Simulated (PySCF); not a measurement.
Isomers of C4H7ClSSi, mass 149.973 u with the commonest isotopes. Method: CAM-B3LYP/def2-SVPD in PySCF (dipole) on a GFN2-xTB geometry, gas phase. One conformer each, none proved a minimum here; rigid rotors.

**Question.** Order these by out-of-plane moment Σ m c² = (Ia + Ib − Ic)/2, largest first.
A. `[CH3:1][S:2][CH2:3][C:4]#[C:5][SiH2:6][Cl:7]` with C1–S2–C3–C4 -62°
B. `[CH3:1][Si:2]([CH3:3])([Cl:4])[CH:5]=[C:6]=[S:7]` with C1–Si2–C5–C6 -62°
C. `[CH2:1]=[C:2]([Cl:3])[C@@H:4]1[CH2:5][S:6][SiH2:7]1` with C1–C2–C4–C5 -128°, C2–C4–C5–S6 -133°, C4–C5–S6–Si7 9°, C5–S6–Si7–C4 -7°, C2–C4–Si7–S6 130°
D. `[CH2:1]=[C:2]([Cl:3])[SiH2:4][C@H:5]1[CH2:6][S:7]1` with C1–C2–Si4–C5 130°, C2–Si4–C5–C6 94°
E. `[SiH3:1][CH2:2][CH2:3][C:4]([Cl:5])=[C:6]=[S:7]` with Si1–C2–C3–C4 179°, C2–C3–C4–Cl5 -69°
F. `[S:1]=[C:2]1[CH2:3][SiH2:4][C@H:5]([Cl:6])[CH2:7]1` with S1–C2–C3–Si4 -147°, C2–C3–Si4–C5 -9°, C3–Si4–C5–Cl6 103°, Si4–C5–C7–C2 33°

**Answer.** C (84.40 u·Å²), B (82.31 u·Å²), F (50.74 u·Å²), A (28.73 u·Å²), D (19.78 u·Å²), E (18.05 u·Å²).

**Question.** Order these by rotational constant C, largest first.
A. `[CH3:1][S:2][CH2:3][C:4]#[C:5][SiH2:6][Cl:7]` with C1–S2–C3–C4 -62°
B. `[SiH3:1][CH2:2][CH2:3][C:4]([Cl:5])=[C:6]=[S:7]` with Si1–C2–C3–C4 179°, C2–C3–C4–Cl5 -69°
C. `[CH3:1][Si:2]([CH3:3])([Cl:4])[CH:5]=[C:6]=[S:7]` with C1–Si2–C5–C6 -62°
D. `[S:1]=[C:2]1[CH2:3][SiH2:4][C@H:5]([Cl:6])[CH2:7]1` with S1–C2–C3–Si4 -147°, C2–C3–Si4–C5 -9°, C3–Si4–C5–Cl6 103°, Si4–C5–C7–C2 33°
E. `[CH2:1]=[C:2]([Cl:3])[C@@H:4]1[CH2:5][S:6][SiH2:7]1` with C1–C2–C4–C5 -128°, C2–C4–C5–S6 -133°, C4–C5–S6–Si7 9°, C5–S6–Si7–C4 -7°, C2–C4–Si7–S6 130°

**Answer.** E (932.7 MHz), D (870.9 MHz), C (665.9 MHz), B (511.2 MHz), A (484.9 MHz).

**Question.** Order these by rotational constant B, largest first.
A. `[S:1]=[C:2]1[CH2:3][SiH2:4][C@H:5]([Cl:6])[CH2:7]1` with S1–C2–C3–Si4 -147°, C2–C3–Si4–C5 -9°, C3–Si4–C5–Cl6 103°, Si4–C5–C7–C2 33°
B. `[CH3:1][Si:2]([CH3:3])([Cl:4])[CH:5]=[C:6]=[S:7]` with C1–Si2–C5–C6 -62°
C. `[CH2:1]=[C:2]([Cl:3])[C@@H:4]1[CH2:5][S:6][SiH2:7]1` with C1–C2–C4–C5 -128°, C2–C4–C5–S6 -133°, C4–C5–S6–Si7 9°, C5–S6–Si7–C4 -7°, C2–C4–Si7–S6 130°
D. `[SiH3:1][CH2:2][CH2:3][C:4]([Cl:5])=[C:6]=[S:7]` with Si1–C2–C3–C4 179°, C2–C3–C4–Cl5 -69°
E. `[CH3:1][S:2][CH2:3][C:4]#[C:5][SiH2:6][Cl:7]` with C1–S2–C3–C4 -62°
F. `[CH2:1]=[C:2]([Cl:3])[SiH2:4][C@H:5]1[CH2:6][S:7]1` with C1–C2–Si4–C5 130°, C2–Si4–C5–C6 94°

**Answer.** A (1169 MHz), C (974.6 MHz), F (790.0 MHz), B (688.2 MHz), D (651.8 MHz), E (543.5 MHz).

```csv
SMILES,point group,Ia (u·Å²),Ib (u·Å²),Ic (u·Å²),κ,μa (D),μb (D),μc (D)
CSCC#C[SiH2]Cl,C1,169.77,929.92,1042.23,-0.95,0.42,0.51,0.72
S=C1C[SiH2][C@H](Cl)C1,C1,249.42,432.36,580.30,-0.48,1.64,2.95,1.83
[SiH3]CCC(Cl)=C=S,C1,249.34,775.32,988.57,-0.81,1.07,0.71,0.19
C[Si](C)(Cl)C=C=S,Cs,189.18,734.37,758.95,-0.98,0.13,0.96,0.00
C=C(Cl)[C@@H]1CS[SiH2]1,C1,192.09,518.55,541.84,-0.95,1.13,2.09,0.20
C=C(Cl)[SiH2][C@H]1CS1,C1,164.04,639.75,764.23,-0.89,1.40,0.53,0.59
```
